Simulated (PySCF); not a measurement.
Compound: C6H11O (doublet state).
Numbering: `[CH3:1][O:2][CH:3][CH:4]1[CH2:5][CH2:6][CH2:7]1` (hydrogens: H8, H9, H10 on C1; H11 on C3; H12 on C4; H13, H14 on C5; H15, H16 on C6; H17, H18 on C7)

Geometry (GFN2-xTB, Å), atoms numbered from 1 in this order:
```
atom  x, y, z in Å
C1     3.220    0.379   -0.025
O2     2.048   -0.359    0.182
C3     0.894    0.214   -0.291
C4    -0.364   -0.501   -0.083
C5    -1.371   -0.541   -1.265
C6    -2.509   -0.177   -0.304
C7    -1.475    0.190    0.766
H8     3.429    0.499   -1.095
H9     4.029   -0.179    0.442
H10    3.152    1.374    0.431
H11    0.929    1.238   -0.625
H12   -0.138   -1.499    0.293
H13   -1.457   -1.496   -1.780
H14   -1.167    0.240   -1.994
H15   -3.113   -1.038   -0.025
H16   -3.169    0.625   -0.627
H17   -1.313    1.263    0.848
H18   -1.633   -0.225    1.759
```

The hyperfine couplings belong to this conformer and change with its torsions.

Computed with UKS B3LYP, pcH-1 on C H O, non-relativistic, mean-field spin-orbit, GIAO (PySCF 2.14.0). The structure is a single GFN2-xTB conformer in the gas phase; no vibrational or solvent corrections. The geometry wasn't refined by DFT: couplings that depend on bond lengths, twists or pyramidal angles can differ widely from those at the functional's own minimum. No stability test was run, so a lower SCF solution isn't excluded.

The Mulliken spin populations are largest on C3 (+0.89), O2 (+0.11) and C4 (-0.09). C3 is the only atom above +0.15. The positive populations add up to 1.15 and the negative ones to -0.15, together 2S = 1. The angles at C3 add up to 359.0°, so it is planar; its axial dipolar tensor and the negative coupling of its proton fit spin in a p orbital normal to that plane.

(1) Find Q in a(H) = Q·ρ(C) for the protons on the planar carbons that carry spin.

Answers

(1) 
```
  H   C    ρ(C)  a(H) (G)  a/ρ (G)
H11  C3  +0.892    -19.95    -22.4
```

One proton gives one ratio, Q = -22.4 G, and no test of linearity. In every row coupling and population have opposite signs.

Couplings in gauss use g_iso = 2.0030.

Hardware: one thread of an Arm Neoverse V1, no GPU (shared host). Cost: 69 s of wall time (grids of density and orbitals included), 0.97 GiB resident at most.
